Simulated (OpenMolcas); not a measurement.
**Rh5+ in a point-charge field**

Rh5+ among 3 point charges of -1.5 e arranged as a planar triangle (D3h), 2.01 Å from the ion.

```yaml
Program: OpenMolcas 26.06
Method: CASSCF
Basis: ANO-RCC-VDZP [6s5p3d1f]
Scalar_Hamiltonian: DKH2, point nucleus
Active_space: 4 electrons in 5 orbitals (4d)
State_averaging: 2S+1 = 5 even, 5 roots; 2S+1 = 3 even, 45 roots; 2S+1 = 1 even, 50 roots
Spin-orbit_coupling: RASSI with atomic mean-field integrals over the reference wave functions
```

The lowest spin-free states (labels of D3, the rotations of D3h), above the lowest:

```
State  Degeneracy  E (cm-1)  Free-ion L (%)
   5E           2       0.0         D (100)
   5E           2      7089         D (100)
  5A1           1      8292         D (100)
   3E           2     22636          H (74)
  3A2           1     22716          H (75)
  3A1           1     22719          H (75)
   3E           2     22724          H (78)
  3A2           1     22843          H (82)
   3E           2     23482          H (69)
   3E           2     26531          P (42)
  3A2           1     26582          P (94)
  3A2           1     27221          F (89)
  3A1           1     27228          F (89)
   3E           2     27293          F (81)
   3E           2     28459         H (100)
   3E           2     29036          G (56)
  3A1           1     29058          G (79)
  3A2           1     30471          F (81)
   3E           2     30959          G (74)
   3E           2     31226          F (47)
```

The lowest levels with spin-orbit coupling:

| E (cm-1) | Degeneracy | Label | 2S+1 | g |
| --- | --- | --- | --- | --- |
| 0.0 | 1 | A1 | 5 |  |
| 45.5 | 1 | A2 | 5 |  |
| 998.0 | 2 | E | 5 | 0.00 0.00 0.06 |
| 1940 | 2 | E | 5 | 0.00 0.00 4.04 |
| 2851 | 1 | A1 | 5 |  |
| 2851 | 1 | A2 | 5 |  |
| 3738 | 2 | E | 5 | 0.00 0.00 11.97 |
| 7323 | 1 | A1 | 5 |  |
| 7444 | 2 | E | 5 | 0.00 0.00 4.81 |
| 8820 | 1 | A2 | 5 |  |
| 8838 | 2 | E | 5 | 0.00 0.00 3.42 |
| 8936 | 2 | E | 5 | 0.00 0.00 6.61 |
| 10060 | 2 |  | 5 | 0.00 0.00 9.95 |
| 11027 | 2 | E | 5 | 0.00 0.00 7.31 |
| 11300 | 2 | E | 5 | 0.00 0.00 3.69 |
| 11377 | 1 | A1 | 5 |  |
| 22491 | 1 | A1 | 3 |  |
| 22609 | 2 | E | 3 | 0.00 0.00 2.33 |
| 22729 | 2 | E | 3 | 0.00 0.00 0.67 |
| 23344 | 1 | A1 | 3 |  |

Powder χT (cm3 K/mol): 0.0321 at 2 K, 0.16 at 10 K, 0.489 at 50 K, 0.596 at 100 K, 0.736 at 200 K, 0.862 at 300 K. The effective moment at 300 K is 2.828 √(χT) = 2.63 μB.

The lowest level has 2S+1 = 5, for which the spin-only value is χT = S(S+1) / 2 = 3.000 cm3 K/mol (g = 2). The computed 0.862 at 300 K differs by -2.138, through orbital momentum, spin-orbit coupling and any other state in reach.

An orbital doublet at a regular site is open to a Jahn-Teller distortion, which this geometry leaves out. Without dynamic correlation the repulsion within the d shell is too large (B by tens of per cent), so at a given field states of lower spin stand too high. Point charges give a weaker field than real ligands, and real ions of this kind are as a rule low spin; the high spin found here belongs to the model. This is an electrostatic model: the charges have no orbitals. No measured value stands beside these numbers.

With an even number of electrons the g values are those of a degenerate or nearly degenerate non-Kramers pair.
